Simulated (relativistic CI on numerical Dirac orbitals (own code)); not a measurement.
## Mn²⁺: M2,3 absorption edge

Computed with this model: Dirac-Coulomb-Breit CI, KLI orbitals optimised for each configuration, model QED (radiative potential, 1s self-energy scaled to tabulated hydrogen-like ionisation energies), valence Slater integrals scaled by 0.7, multiplet model of core-to-valence dipole absorption; configurations [Ar] 3d5 → [Ne] 3s2 3p5 3d6; 300 K; Lorentzian 1.2 eV and Gaussian 0.3 eV FWHM. Energies are those of the free ion, without screening or charge transfer. The branching ratio is the share of the lower-energy edge in the whole absorption, uncertain by about 0.02 where the edges overlap. S is read from ⟨S²⟩ = S(S + 1).

Field parameters in Wybourne normalisation: Oh B⁴₀ = 21Dq, B⁴₄ = √(5/14) B⁴₀. The field is a parameter set, without covalency.

Peaks in eV (height, largest 100): 49.0 (22), 52.2 (21), 56.2 (70), 58.0 (76), 60.8 (100), 65.5 (49).

(1) Which surroundings give this spectrum?
A. Oh, 10Dq = 19600 cm⁻¹
B. Oh, 10Dq = 15500 cm⁻¹
C. Oh, 10Dq = 23700 cm⁻¹
D. Oh, 10Dq = 27750 cm⁻¹

## Answers

(1) D. Oh, 10Dq = 27750 cm⁻¹, where the ground state has S = 0.50.
